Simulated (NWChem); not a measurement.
Molecule: C$_{4}$H$_{5}$NO; SMILES o1cccc1N

```xyz
11

N     -0.0097    -2.0280    -0.0641
C      0.1043    -0.6578    -0.0012
C      1.1716     0.2016     0.0005
C      0.5991     1.5167    -0.0085
C     -0.7488     1.3545    -0.0087
O     -1.0527     0.0233    -0.0058
H      0.8186    -2.5235     0.2403
H     -0.8514    -2.3886     0.3720
H      2.2246    -0.0678     0.0026
H      1.1343     2.4642    -0.0079
H     -1.5940     2.0357    -0.0048
```
Atoms are numbered in this order, from 1.

Results from NWChem. Pople sets run with spherical d functions. STO-3G and 3-21G are far too small for this property and stand as cheap habits. Structure relaxed at the PBE0/def2-SVP level. Vertical excitations in the gas phase; the lowest state need not have the same character in each row.

For level PBE/3-21G, TDA:

```yaml
lowest excitation, singlet (eV): 5.93
oscillator_strength_of_that_lowest_state: 0.180
lowest state with f > 0.02, singlet (eV): 5.93
orbital gap (eV): 4.57
```

Question: Estimate the same quantities for level PBE/6-31+G*, TDA.

Answer: 
- lowest excitation, singlet (eV) = 3.96
- oscillator strength of that lowest state = 0.004
- lowest state with f > 0.02, singlet (eV) = 5.46
- orbital gap (eV) = 3.93
